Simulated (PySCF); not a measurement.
H2BO2, doublet, at a GFN2-xTB geometry. Base run: M06L/6-311G** (PySCF).

Geometry (Å):
```xyz
5

O      1.1338     0.1244    -0.3678
B     -0.0336    -0.5219    -0.2057
O     -1.1280    -0.0340     0.4034
H      1.2282     1.0253    -0.0262
H     -1.1067     0.8617     0.7700
```
Charge 0, spin multiplicity 2.
Orbitals are unrestricted.
All else is at PySCF's defaults.
Base energy -176.54134 Eh.

Variants of this job, named by their change:

```
change                                     ΔE vs base (mEh)  grid points  electrons on the grid
-----------------------------------------  ----------------  -----------  ---------------------
base                                                  0.000        61832               22.99999
grids.prune = off                                     0.000        98152               22.99999
grids.level = 2                                      -0.001        44368               22.99999
grids.becke_scheme = stratmann                        0.001        61832               22.99998
grids.radi_method = mura_knowles                     -0.002        58624               22.99999
grids.level = 7                                      -0.013       360272               23.00000
grids.radi_method = gauss_chebyshev                  -0.011        60464               22.99999
grids.atom_grid = (99, 590)                          -0.013       159696               23.00000
grids.prune = dft.gen_grid.treutler_prune            -0.093        53728               22.99998
grids.level = 0                                     -41.997         4504               22.99714
grids.radi_method = delley                           -0.016        65392               22.99999
```

Open shells are given as the SCF converged; they aren't shown to be the lowest states, and a large step between rows can be another state.
